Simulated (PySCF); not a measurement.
SeHCl, SMILES Cl[SeH].

Coordinates come from a B3LYP-D3(BJ)/def2-TZVP optimisation.

The numbers are results of ωB97X/def2-TZVPD run with PySCF, not measurements.

Isolated molecule, no solvent.

```json
{
 "total_energy": "-2862.39514 hartree",
 "point_group": "Cs",
 "highest_occupied_level": "-9.46 eV",
 "lowest_empty_level": "-0.43 eV",
 "orbital_gap": "9.04 eV",
 "dipole_moment": "1.54 D",
 "quadrupole, principal values (traceless, Buckingham form, about the centre of nuclear charge)": "-3.82, 0.50, 3.32 D·Å",
 "mean_static_polarisability": "44.4 bohr³ (6.58 Å³)",
 "polarisability_principal_values": "37.6, 38.6, 57.0 bohr³"
}
```
